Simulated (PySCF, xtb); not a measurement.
Si(H)(Br)(Me)(vinyl) (C3H7BrSi), SMILES C=C[SiH](C)Br. Atoms are numbered in the order given.

```xyz
12

Si     0.1795    -0.5009    -0.8649
C      1.5327    -1.7585    -0.5822
Br     0.3933     1.1406     0.6477
C     -1.5159    -1.2584    -0.6948
C     -2.4486    -0.8897     0.1889
H      0.3355     0.1338    -2.2070
H      1.4489    -2.5744    -1.3184
H      2.5256    -1.2970    -0.6878
H      1.4514    -2.1904     0.4264
H     -1.7512    -2.0820    -1.3849
H     -2.2722    -0.0741     0.8992
H     -3.4250    -1.3837     0.2403
```

Geometry: PBE0-D3(BJ)/def2-SVP. Other conformers were not sampled.

Calculation: C-PCM-ωB97X/def2-SVP run with PySCF.

The values are the electrostatic part of the solvation free energy, E(continuum) − E(gas) at the gas-phase geometry, in a cavity of scaled van der Waals radii (PySCF's table); cavitation and dispersion terms are not included. In vacuum the orbital gap is 12.10 eV. The dipole moment in vacuum is 2.06 D.

Computed values in water (ε = 78.36), n-hexane (ε = 1.88), ethanol (ε = 24.85):
```json
[
 {"solvent": "water", "ε": "78.36", "ΔG(elec) (kcal/mol)": "-2.5", "dipole (D)": "2.73", "gap (eV)": "12.17"},
 {"solvent": "n-hexane", "ε": "1.88", "ΔG(elec) (kcal/mol)": "-1.1", "dipole (D)": "2.33", "gap (eV)": "12.14"},
 {"solvent": "ethanol", "ε": "24.85", "ΔG(elec) (kcal/mol)": "-2.4", "dipole (D)": "2.70", "gap (eV)": "12.17"}
]
```

For comparison, GFN2-xTB/ALPB(water) (xtb, at the GFN2-xTB geometry, all terms of that model) gives -1.4 kcal/mol.
